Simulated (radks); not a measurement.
Spherical quantum dot in the effective-mass picture: electrons in a hard-walled sphere of radius 4.32, with a point charge +1 (a donor) at the centre, all in effective atomic units (hartree* = m*/eps^2 hartree, bohr* = eps/m* bohr), one dielectric constant everywhere. Method: non-relativistic Kohn-Sham, LDA (Slater exchange, Perdew-Wang correlation), spin-polarised, spherical densities; computed with a radial shooting solver with Libxc functionals. Levels are named by radial order and angular momentum (1s, 1p, 1d, 2s, ...), and open shells are averaged over m. Results are scaled to m* = 0.439 and eps = 6.4, for which hartree* = 291.6 meV and bohr* = 0.7715 nm.

N = 12, configuration 1s2 1p6 1d(up 4, down 0). This is the lowest configuration that the search found. Occupied and some empty levels:

level,occupation,eigenvalue (meV),<r> (nm)
1s up,1,990.53,1.852
1s down,1,1003.7,1.782
1p up,3,1053.7,2.202
1p down,3,1071.4,2.191
1d up,4,1134.2,2.322
1d down,0,1152.8,2.318
2s up,0,1155.4,1.398
2s down,0,1161.4,1.446
1f up,0,1238.7,2.406
1f down,0,1257.6,2.406
2p up,0,1375.2,1.690
2p down,0,1384.5,1.686

Energy (meV): total 6528.06, kinetic 2329.6, external -1392.1, Hartree 6726.6, exchange-correlation -1136.0.

Electron density:

r (nm),n(r) (e/nm^3)
0.256,0.1827
0.505,0.1157
0.754,0.08959
1.00,0.08552
1.25,0.09472
1.50,0.1120
1.75,0.1316
2.00,0.1453
2.25,0.1430
2.50,0.1175
2.75,0.07271
3.00,0.02676
3.25,0.001750
